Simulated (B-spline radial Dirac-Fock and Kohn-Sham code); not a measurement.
Dipole and non-dipole photoemission parameters of S³⁺ 2p3/2

System: the S³⁺ ion in the configuration [Ne] 3s2 3p1; threshold 215.1 eV (orbital energy of the model). Calculated with a radial atomic solver, using Dirac-Hartree-Slater photoionisation with a Latter tail; cross sections with all multipoles, angular parameters from the dipole term and its interference with E2.

The run's input, task.json:

```json
{"items": [{
  "Z": 16,
  "q": 3,
  "cfg": [[1, 0, 2], [2, 0, 2], [2, 1, 6], [3, 0, 2], [3, 1, 1]],
  "A": 32,
  "rrms": 3.2611,
  "do": "xps",
  "hv": [60, 77.1, 80, 80.9, 81.3, 92.1, 119.0, 145.0, 230.0, 276.0, 281.0, 400, 600, 636.0, 906.0, 1030.0, 1340.0, 1450.0, 1810.0, 1870.0, 2000, 2490.0, 2890.0, 3330.0, 4360.0, 4420.0, 5414.7, 9251.7, 12000, 14000.0]
}]}
```

Command: `python xray2_run.py task.json out`

For linearly polarised light dσ/dΩ = σ/(4π) [1 + β P₂(cos θ) + (δ + γ cos²θ) sin θ cos φ], with θ from the polarisation vector and φ the angle between the beam and the projection of the electron momentum on the plane normal to the polarisation.

```csv
hν (eV),σ (kb),β,γ,δ
230,2140,1.014,-0.047,0.009
276,1540,1.310,0.002,0.012
281,1480,1.327,0.007,0.013
400,644,1.476,0.113,0.016
600,222,1.464,0.253,0.021
636,189,1.453,0.273,0.022
906,68.8,1.359,0.399,0.031
1030,47.0,1.314,0.445,0.035
1340,21.1,1.208,0.536,0.046
1450,16.5,1.174,0.564,0.051
1810,8.16,1.072,0.637,0.064
1870,7.35,1.056,0.648,0.067
2000,5.91,1.024,0.669,0.072
2490,2.87,0.918,0.736,0.090
2890,1.74,0.845,0.780,0.105
3330,1.07,0.777,0.819,0.121
4360,0.420,0.651,0.888,0.156
4420,0.401,0.645,0.891,0.158
5414.7,?,?,?,?
9251.7,0.0274,0.357,1.067,0.290
12000,0.0103,0.274,1.135,0.350
14000,0.00571,0.228,1.175,0.389
```

Question: Give the values at Cr Kα (5414.7 eV).

Answer: σ = 0.195 kb, β = 0.557, γ = 0.939, δ = 0.189.
